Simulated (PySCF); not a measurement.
Members of one series of related molecules.

All values: CAM-B3LYP/def2-SVPD (PySCF) at PBE0-D3(BJ)/def2-SVP geometries, gas phase, one conformer each. Core orbitals are frozen in the response; Δα² is half the sum of the squared differences of the principal polarisabilities. The calculation is non-relativistic, for germanium too.

**Question.** Rank by mean static polarisability, highest first.
A. `C[N](C)[GeH2][B](O)O`
B. `C[N](C)[GeH2][PH2]`
C. `N(=[CH]/[GeH2][N](C)C)/C`
D. `C[N](C)[GeH2][CH](Cl)Cl`

**Answer.** D (15.19 Å³), C (14.66 Å³), B (14.01 Å³), A (13.00 Å³).

**Question.** Rank by dipole moment, lowest first.
A. `[CH3:1][N:2]([CH3:3])[GeH2:4][SH:5]` with C1–N2–Ge4–S5 -148°, N2–Ge4–S5–H -118°
B. `[CH3:1][N:2]([CH3:3])[GeH2:4][CH:5]([Cl:6])[Cl:7]` with C1–N2–Ge4–C5 77°, N2–Ge4–C5–Cl6 -61°
C. `[CH3:1][N:2]([CH3:3])[GeH2:4][PH2:5]` with C1–N2–Ge4–P5 174°, N2–Ge4–P5–H -169° and 98°

**Answer.** C (0.88 D), B (1.43 D), A (1.69 D).

**Question.** Rank by vertical ionisation energy (ΔSCF), highest first.
A. `C[N](C)[GeH2][B](O)O`
B. `C[N](C)[GeH2][CH](Cl)Cl`
C. `C[N](C)[GeH2][PH2]`

**Answer.** B (8.25 eV), C (8.12 eV), A (7.78 eV).

All values together:

```
                 SMILES      formula  μ (D)  HOMO (eV)  LUMO (eV)  α (Å³)  Δα (Å³)  electrons  α per electron (Å³)  ΔSCF removal energy (eV)
 C/N=[CH]\[GeH2][N](C)C    C4H12GeN2   1.58      -7.56       0.36   14.66     6.16         82                0.179                      8.15
   C[N](C)[GeH2][B](O)O  C2H10BGeNO2   1.75      -7.19       0.45   13.00     2.09         82                0.158                      7.78
C[N](C)[GeH2][CH](Cl)Cl   C3H9Cl2GeN   1.43      -7.70       0.58   15.19     1.46        100                0.152                      8.25
      C[N](C)[GeH2][SH]     C2H9GeNS   1.69      -7.64       0.73   12.97     3.60         76                0.171                      8.21
     C[N](C)[GeH2][PH2]    C2H10GeNP   0.88      -7.56       0.77   14.01     4.25         76                0.184                      8.12
```

Conformers: `[CH3:1]/[N:2]=[CH:3]\[GeH2:4][N:5]([CH3:6])[CH3:7]` with N2–C3–Ge4–N5 176°, C3–Ge4–N5–C6 154°; `[CH3:1][N:2]([CH3:3])[GeH2:4][B:5]([OH:6])[OH:7]` with C1–N2–Ge4–B5 -62°, N2–Ge4–B5–O6 -29°, Ge4–B5–O6–H 179°, Ge4–B5–O7–H -1°; `[CH3:1][N:2]([CH3:3])[GeH2:4][CH:5]([Cl:6])[Cl:7]` with C1–N2–Ge4–C5 77°, N2–Ge4–C5–Cl6 -61°; `[CH3:1][N:2]([CH3:3])[GeH2:4][SH:5]` with C1–N2–Ge4–S5 -148°, N2–Ge4–S5–H -118°; `[CH3:1][N:2]([CH3:3])[GeH2:4][PH2:5]` with C1–N2–Ge4–P5 174°, N2–Ge4–P5–H -169° and 98°.

**Question.** By how much does the ΔSCF value exceed −ε(HOMO) over the species that have both?

**Answer.** By 0.55 to 0.59 eV, 0.57 eV on average, over 5 species.
